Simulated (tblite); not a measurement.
BF3H3P.
Atom-mapped SMILES: `[F:1][B-:2]([F:3])([F:4])[PH3+:5]` (hydrogens: H6, H7, H8 on P5)

Computed with GFN2-xTB (tblite), gas phase: L-BFGS steps from a force-field or distance-geometry start until the largest atomic force falls under 0.01 eV/Å.

Step 5: E = -533.4939 eV
```
atom  x, y, z in Å  |  force x, y, z in eV/Å
F1      1.5487   -0.2466    1.1708    0.152   0.062  -0.562
B2      1.1302   -0.0605   -0.1203    0.220  -0.022   0.066
F3      1.4359    1.1515   -0.6712    0.214  -0.446   0.163
F4      1.2740   -1.1390   -0.9463    0.276   0.352   0.246
P5     -0.8952    0.0515    0.0924   -0.297   0.057  -0.018
H6     -1.3704    1.0650    0.8839   -0.189   0.018   0.027
H7     -1.5073   -1.0478    0.6331   -0.203  -0.026   0.037
H8     -1.6069    0.2352   -1.0670   -0.173   0.005   0.041
```

Step 6: E = -533.5173 eV
```
atom  x, y, z in Å  |  force x, y, z in eV/Å
F1      1.5608   -0.2474    1.1655    0.227   0.046  -0.430
B2      1.1601   -0.0622   -0.1223    0.061  -0.012   0.039
F3      1.4472    1.1482   -0.6712    0.272  -0.358   0.120
F4      1.2865   -1.1374   -0.9450    0.317   0.272   0.179
P5     -0.8879    0.0521    0.0907   -0.461   0.040   0.029
H6     -1.3965    1.0516    0.8760   -0.130   0.106   0.084
H7     -1.5313   -1.0293    0.6284   -0.146  -0.117   0.067
H8     -1.6298    0.2339   -1.0467   -0.141   0.022  -0.087
```

Step 7: E = -533.5451 eV
```
atom  x, y, z in Å  |  force x, y, z in eV/Å
F1      1.5804   -0.2476    1.1518    0.308   0.000  -0.064
B2      1.1947   -0.0643   -0.1243   -0.091   0.001  -0.035
F3      1.4667    1.1379   -0.6691    0.308  -0.091   0.005
F4      1.3080   -1.1308   -0.9405    0.311   0.044   0.004
P5     -0.8902    0.0535    0.0896   -0.511   0.008   0.077
H6     -1.4293    1.0388    0.8691   -0.088   0.200   0.144
H7     -1.5621   -1.0110    0.6246   -0.101  -0.204   0.096
H8     -1.6592    0.2329   -1.0259   -0.136   0.043  -0.227
```

Step 8: E = -533.5688 eV
```
atom  x, y, z in Å  |  force x, y, z in eV/Å
F1      1.6043   -0.2477    1.1385    0.299  -0.037   0.247
B2      1.2203   -0.0659   -0.1262   -0.107   0.003  -0.076
F3      1.4905    1.1271   -0.6673    0.269   0.162  -0.098
F4      1.3337   -1.1243   -0.9366    0.236  -0.164  -0.151
P5     -0.9029    0.0550    0.0902   -0.425  -0.014   0.090
H6     -1.4590    1.0328    0.8668   -0.065   0.240   0.169
H7     -1.5906   -1.0006    0.6238   -0.076  -0.243   0.109
H8     -1.6872    0.2331   -1.0137   -0.131   0.052  -0.290
```

Q: Estimate the geometry and energy of step 9. (The exact step hangs on the optimiser's Hessian estimate; all steps are aligned on step 8, rigid shifts and turns removed.)

A: E = -533.5941 eV, largest force 0.418 eV/Å
```
atom  x, y, z in Å  |  force x, y, z in eV/Å
F1      1.6369   -0.2484    1.1276    0.177  -0.047   0.376
B2      1.2432   -0.0675   -0.1289    0.024  -0.006  -0.064
F3      1.5226    1.1178   -0.6670    0.146   0.300  -0.144
F4      1.3673   -1.1201   -0.9353    0.094  -0.267  -0.221
P5     -0.9258    0.0566    0.0924   -0.263  -0.021   0.071
H6     -1.4922    1.0324    0.8685   -0.035   0.220   0.151
H7     -1.6228   -0.9959    0.6257   -0.046  -0.227   0.099
H8     -1.7200    0.2345   -1.0075   -0.096   0.048  -0.269
```

The energy changes by -0.0254 eV. The first-order estimate −F·Δx gives -0.0353 eV and the mean of the old and new forces, exact on a quadratic surface, -0.0255 eV. The step makes an angle of 64° with the force vector and moves no atom by more than 0.034 Å.

The cost below is that of the whole relaxation. Hardware: Intel Xeon at 2.50 GHz, one thread, no GPU, shared host with 64 logical CPUs at a one-minute load of 60. Cost: 0.21 s wall.
